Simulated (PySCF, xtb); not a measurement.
Si(AsH2)(F)(OH)2 (AsFH4O2Si), SMILES O[Si](F)([AsH2])O. The values are those of a single conformer.

Harmonic wavenumbers (cm⁻¹) from GFN2-xTB (xtb) at its own minimum, in rising order: 36, 110, 119, 179, 218, 228, 279, 320, 428, 656, 678, 741, 806, 823, 884, 956, 1004, 1925, 1955, 3620, 3686.

Question: What does PySCF with ωB97X-D3(BJ)/def2-SVP give at its own minimum? (Estimate from the structure and the level; the computed values follow.)

Answer: 96, 139, 148, 208, 228, 250, 323, 351, 463, 605, 660, 779, 796, 864, 947, 985, 1017, 2276, 2285, 3914, 3938. Paired by order, the mean absolute difference is 85 cm⁻¹ and the zero-point energies are 28.1 and 30.4 kcal/mol.
